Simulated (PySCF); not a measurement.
C5H11NO.
SMILES with atom numbers: `[CH3:1][CH2:2][C:3](=[O:4])[N:5]([CH3:6])[CH3:7]` (hydrogens: H8, H9, H10 on C1; H11, H12 on C2; H13, H14, H15 on C6; H16, H17, H18 on C7)

Structure used (PBE0-D3(BJ)/def2-SVP), in Å, numbered top down from 1:
```xyz
18
C5H11NO angstrom
C      2.958    0.030   -0.186
C      1.538    0.557   -0.154
C      0.515   -0.564   -0.074
O      0.855   -1.733   -0.060
N     -0.799   -0.180   -0.021
C     -1.210    1.202   -0.056
C     -1.822   -1.197    0.046
H      3.181   -0.550    0.721
H      3.104   -0.648   -1.039
H      3.682    0.854   -0.263
H      1.391    1.238    0.702
H      1.325    1.168   -1.048
H     -0.941    1.702   -1.002
H     -2.303    1.249    0.041
H     -0.782    1.791    0.771
H     -2.422   -1.100    0.967
H     -2.502   -1.138   -0.820
H     -1.325   -2.174    0.045
```

Linear response at wB97X-D/def2-SVPD (PySCF, frozen core in the response, non-relativistic).

Static isotropic polarisability: 73.72 au (10.92 Å³), principal values 57.9, 75.0, 88.2 au.

(1) What is the polarisability at 1064 nm and at the sodium D line?

(2) What is the isotropic C6 coefficient between two such molecules, C6 = (3/π)∫α(iω)² dω?

(3) Which effective excitation energy ω̄ makes London's formula C6 = (3/4)α²ω̄ exact here?

(4) How many electrons N does the Slater–Kirkwood formula C6 = (3/4)·√N·α^(3/2) need to give this C6?

(5) What molar refraction at the D line follows from R = (4π/3)·N_A·α′, with α′ the polarisability volume?

(6) How anisotropic is the static polarisability, by Δα² = ½[(α1 − α2)² + (α2 − α3)² + (α3 − α1)²]?

(7) The lowest 6 singlets have (eV, f): 5.86, 0.000; 6.65, 0.026; 7.07, 0.237; 7.28, 0.019; 7.81, 0.003; 7.86, 0.000. What share of the static polarisability do they carry in the sum over states α = Σ f/ω²?

## Answers

(1) 74.25 au at 1064 nm (+0.7 %), 75.50 au at 589.3 nm (+2.4 %). The rise at 589.3 nm is 3.36 times that at 1064 nm; a pure ω² law gives 3.26. The lowest singlet lies at 212 nm, shorter than both wavelengths.

(2) 2434 au (Eh·bohr⁶) by a ten-point quadrature over imaginary frequencies, which is 1450 eV·Å⁶ or 140 J·nm⁶/mol.

(3) ω̄ = 4·C6/(3α²) = 0.597 Eh = 16.2 eV. A one-pole form α(ω) = α/(1 − ω²/ω̄²) fitted to the 1064 nm value gives 13.8 eV. London's choice of the ionisation energy (8.93 eV, ΔSCF at the same level) gives C6 = 1340 au, 45 % too low.

(4) N = (4·C6/3)²/α³ = 26.3; the species has 56 electrons in all.

(5) α′ = 11.19 Å³ gives R = 28.22 cm³/mol, for isolated, non-vibrating species.

(6) Δα = 26.3 au, or 0.36 of the isotropic value.

(7) 4.26 au, 5.8 % of α; the largest term, 3.51 au, is that of the state at 7.07 eV. Their oscillator strengths add up to 0.29. Higher states carry the rest.

The run took about 2.1 min of CPU time (one thread, shared machine). This is the whole response run at wB97X-D/def2-SVPD, SCF included.

One conformer stands for the species.

wB97X-D is run here without its empirical dispersion term; that term would change no orbital, density or response property at a fixed geometry.
